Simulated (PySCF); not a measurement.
**Dipole response of Co (cobalt, neutral)**

[Ar] 3d7 4s2, high-spin 4F determinant. All numbers are calculated (PySCF 2.14, the non-relativistic Hamiltonian (point nucleus), in aug-cc-pVDZ). Coupled (time-dependent) response in atomic units; α is the mean over directions. A double-zeta set is small for polarisabilities.

```
method  mean α (bohr³)  C₆ (like pair)  S(−4)
   UHF           73.43           674.7   3737
   PBE           55.51           469.4   1656
  PBE0           58.88           507.5   1882
 B3LYP           54.96           462.0   1593
```

S(−4) is the Cauchy moment in α(ω) = α(0) + S(−4) ω² + …

Reference α: 55 ± 4 bohr³ (recommended; Schwerdtfeger and Nagle, table of static dipole polarizabilities (2023 update)). Published C₆: 408.0 (Chu and Dalgarno (2004); Tang, Norbeck and Certain (1976)).

Hartree-Fock lies above the reference because it lacks correlation, which contracts the outer shell.

α(iu) at PBE:

```json
{"u (hartree)": "0", "α(iu) (bohr³)": "55.51"}
{"u (hartree)": "0.0500", "α(iu) (bohr³)": "51.71"}
{"u (hartree)": "0.100", "α(iu) (bohr³)": "43.24"}
{"u (hartree)": "0.200", "α(iu) (bohr³)": "27.17"}
{"u (hartree)": "0.300", "α(iu) (bohr³)": "17.63"}
{"u (hartree)": "0.500", "α(iu) (bohr³)": "9.225"}
{"u (hartree)": "0.750", "α(iu) (bohr³)": "5.423"}
{"u (hartree)": "1.00", "α(iu) (bohr³)": "3.744"}
{"u (hartree)": "1.50", "α(iu) (bohr³)": "2.220"}
{"u (hartree)": "2.00", "α(iu) (bohr³)": "1.514"}
{"u (hartree)": "3.00", "α(iu) (bohr³)": "0.8622"}
{"u (hartree)": "5.00", "α(iu) (bohr³)": "0.4031"}
```

A single London oscillator, α(iu) = α/(1 + u²/ω²), gives C₆ = (3/4) ω α². Matching the computed C₆ needs ω = 4 × 469.4 / (3 × 55.51²) = 0.203 hartree.
